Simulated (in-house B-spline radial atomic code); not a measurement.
**Ionising Co IX (Co8+) with different functionals**

Computed with an all-electron radial atomic-structure program (B-spline basis): four-component Dirac-Coulomb Hamiltonian, Fermi nucleus of rms radius 3.7875 fm, spin-restricted, spherical fractional occupations for the functionals, and exact exchange of hybrids averaged over the configuration. The ionisation energy is the difference of two self-consistent energies, [Ar] 3d1 → [Ne] 3s2 3p6, without Breit or QED terms; ε is the level of the shell that loses the electron (mean over j). The electron is taken from both j subshells in proportion to 2j + 1, so the result is a j average, not the step between ground levels.

```
 method                    rung  ΔSCF (eV)  -ε(3d) (eV)
   PBE0           global hybrid     185.82       174.72
  B97-1           global hybrid          ?            ?
LC-wPBE  range-separated hybrid          ?            ?
  wB97X  range-separated hybrid     185.53       176.64
```

(1) What does B97-1 give?

(2) What does LC-wPBE give?

(3) Among the functionals, which spreads more, the ΔSCF values or the orbital energies?

(4) How do they compare with the NIST value?

Answers

(1) ΔSCF 185.80 eV, and -ε(3d) = 174.05 eV.

(2) ΔSCF 185.74 eV, and -ε(3d) = 176.28 eV.

(3) The orbital energies: ΔSCF values span about 0.29 eV and the orbital energies 2.60 eV; here energy differences depend much less on the functional than eigenvalues do.

(4) NIST lists 186.1 eV ± 0.25 (measured, ground level to ground level). Errors run from -0.61 to -0.32 eV; PBE0 is closest (-0.32 eV), though others lie within the uncertainty of it, and part of that can be cancellation, since the calculations leave out Breit-QED terms, spin polarisation, the choice among j levels, multiplet and fine-structure energies.
